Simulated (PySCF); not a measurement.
Computed properties of AsFH₄O₂Si, SMILES O[Si](O)(F)[AsH2]

Si(AsH2)(F)(OH)2 (AsFH₄O₂Si), SMILES O[Si](O)(F)[AsH2]. Geometry optimised at B3LYP-D3(BJ)/def2-SVP. This is a generated structure with no PubChem entry under its InChIKey; it may be hypothetical. Other conformers were not sampled. All values are computed for the isolated molecule unless a solvent is named; none is compared with measurement here.

**Structure.** All 21 harmonic modes at B3LYP-D3(BJ)/def2-SVP (PySCF) are real, so it is a minimum. With heavy atoms numbered as in [OH:1][Si:2]([OH:3])([F:4])[AsH2:5], the shortest bond between them is Si2–F4 at 1.630 Å and the longest Si2–As5 at 2.357 Å.

**Vibrations.** The strongest infrared lines (harmonic, unscaled, degenerate partners summed) lie at 855 cm⁻¹ (211 km/mol, H 42 %, Si 27 %, F 22 %, O 9 %), 791 cm⁻¹ (166 km/mol, H 64 %, O 33 %), 932 cm⁻¹ (157 km/mol, Si 47 %, O 31 %, F 16 %). The softest mode is at 92 cm⁻¹ and the zero-point energy is 29.8 kcal/mol.

**Electronic structure.** PBE0/def2-TZVP (PySCF) places the frontier levels at -7.80 and 0.18 eV, a gap of 7.98 eV, and gives a dipole moment of 1.25 D and a mean polarisability of 60.8 bohr³. PBE/def2-TZVP (PySCF) at the same geometry gives -6.68 and -0.68 eV, so its gap is 1.98 eV narrower. An orbital gap is neither the optical nor the fundamental gap.

**Excitations.** TDA-CAM-B3LYP/def2-SVPD (PySCF) has S1 at 6.62 eV (187 nm, f = 0.075, bright); the most intense of the 10 singlets computed lies at 7.32 eV (f = 0.21). T1 (TDA) is at 5.80 eV, 0.82 eV under S1. TDA-PBE/def2-SVPD (PySCF) puts S1 at 5.84 eV. No vertical singlet excitation falls in the visible range (under 3.1 eV).

**NMR.** GIAO shifts at PBE0/pcSseg-1 (PySCF) (non-relativistic, atoms alike by connectivity averaged): ¹H from 2.4 to 2.8 ppm against TMS; ²⁹Si at -16.9 ppm against TMS; ¹⁹F at -112.1 ppm against CFCl3.
